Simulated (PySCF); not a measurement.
Compound: (F2B-mu-NH2)2.
Z-matrix (Å and degrees, PBE0-D3(BJ)/def2-SVP geometry), rows numbered from 1:
```
B 
F   1  1.3618
F   1  1.3624  2  116.05
N   1  1.5974  2  111.36  3  -129.25
B   4  1.5975  1   87.68  2  -113.61
F   5  1.3617  4  111.70  1   114.03
F   5  1.3620  4  111.31  1  -114.40
N   1  1.5975  2  111.30  3   129.25
H   4  1.0186  1  114.48  2     2.54
H   4  1.0185  1  114.59  2   130.59
H   8  1.0184  1  114.62  2  -130.48
H   8  1.0186  1  114.44  2    -2.41
```

Theory: PBE0-D3(BJ)/def2-SVP geometry optimisation, gas phase (PySCF 2.14.0).

Masses are those of the commonest isotopes; rigid-rotor values at the optimised geometry. The values belong to one conformer.

Question: What are A, B and C (MHz)?

Answer: Ia = 153.63, Ib = 330.13, Ic = 385.02 u·Å²; 505379 MHz·u·Å²/I gives A = 3290, B = 1531, C = 1313 MHz.

Question: Classify the top.

Answer: An asymmetric top: κ = (2 × 1531 − 3290 − 1313)/(3290 − 1313) = -0.78.

Question: What does the inertial defect say?

Answer: Not planar: Δ = Ic − Ia − Ib = -98.74 u·Å². For a rigid frame Δ = −2 Σ m c², so Σ m c² = 49.37 u·Å² lies off the ab plane: 12.18 from hydrogen and 37.19 from heavier atoms. The atom farthest from that plane is 1.74 Å away.

Question: List the rotational levels J(Ka,Kc) to J = 5 (MHz).

Answer: Above 0(0,0):
J = 1: 1(0,1) 2843, 1(1,1) 4602, 1(1,0) 4820
J = 2: 2(0,2) 8511, 2(1,2) 10071, 2(1,1) 10726, 2(2,1) 16002, 2(2,0) 16021
J = 3: 3(0,3) 16966, 3(1,3) 18262, 3(1,2) 19571, 3(2,2) 24532, 3(2,1) 24627, 3(3,1) 33883, 3(3,0) 33884
J = 4: 4(0,4) 28157, 4(1,4) 29165, 4(1,3) 31340, 4(2,3) 35891, 4(2,2) 36168, 4(3,2) 45292, 4(3,1) 45300, 4(4,1) 58336, 4(4,0) 58336
J = 5: 5(0,5) 42031, 5(1,5) 42763, 5(1,4) 46008, 5(2,4) 50066, 5(2,3) 50687, 5(3,3) 59565, 5(3,2) 59594, 5(4,2) 72595, 5(4,1) 72596, 5(5,1) 89367, 5(5,0) 89367
The levels of one J sum to (2J + 1)J(J + 1)(A + B + C)/3.

The point group D2h allows no dipole (computed: 0.04 D), so a rigid rotor has no electric-dipole lines.

Question: Estimate the classical rotational partition function at 10 K, 25 K and 50 K.

Answer: Point group D2h, symmetry number σ = 4; q = (√π/σ)·√((kT/h)³/(ABC)), k/h = 20836.6 MHz/K: 518 at 10 K, 2050 at 25 K, 5800 at 50 K.

No frequency check. These are rigid-rotor constants of the computed structure; measured ground-state constants (B0) also hold zero-point vibration. Quadrupole hyperfine structure (11B, 14N) is left out.
